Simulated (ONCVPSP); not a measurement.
# Building the ONCV potential for beryllium (Be) (LDA (Perdew-Zunger), scalar-relativistic).

- Element: beryllium
- Generator: ONCVPSP 4.0.1
- Type: optimised norm-conserving Vanderbilt (ONCV)
- Functional: LDA (Perdew-Zunger)
- Relativity: scalar-relativistic
- Frozen core: [He]
- Valence charge: 2
- Reference configuration: 2s2
- Partial waves: 2s: rc 1.40 bohr, ncon 4, nbas 7, qcut 5.4 1/bohr, 2 projectors, debl 2.7 Ha; p scattering state at 0.28 Ha: rc 1.45 bohr, ncon 5, nbas 10, qcut 6 1/bohr, 3 projectors, debl 3.9 Ha; d scattering state at 0.06 Ha: rc 1.10 bohr, ncon 3, nbas 7, qcut 9.4 1/bohr, 1 projector
- Local potential: polynomial inside 0.80 bohr (lpopt 2, dvloc0 0 Ha)
- Core correction: Teter function, parameters optimised by the program

All-electron outer shells of the reference configuration (LDA (Perdew-Zunger), scalar-relativistic, ld1.x):

```json
{"shell": "1s", "level (eV)": "-104.93", "outermost node (bohr)": "–", "outermost maximum (bohr)": "0.27"}
{"shell": "2s", "level (eV)": "-5.61", "outermost node (bohr)": "0.60", "outermost maximum (bohr)": "2.04"}
```

Question: Does the generator finish with these settings?

Answer: Yes, a potential is produced and its reference levels are reproduced.

Question: Estimate the cutoffs (Ha) at which the residual kinetic energy of the hardest occupied pseudo-wave falls to 1 and 0.1 mHa per electron.

Answer: 6.0 Ha and 20 Ha. The cutoffs count occupied waves only; projector 2 of the s channel, the hardest unoccupied one, needs 80 Ha at the loose tolerance.

Question: What does a ghost test show?

Answer: No bound ghost flagged; no localised positive-energy state flagged.

Question: Tests: 2s1; 2s1.5; 2s1 2p1; 2s0 2p1. Which has the largest error in its energy relative to the reference configuration, and how large is it?

Answer: 2s0 2p1, with +8.8 meV (all-electron minus pseudo) on +13.33 eV.
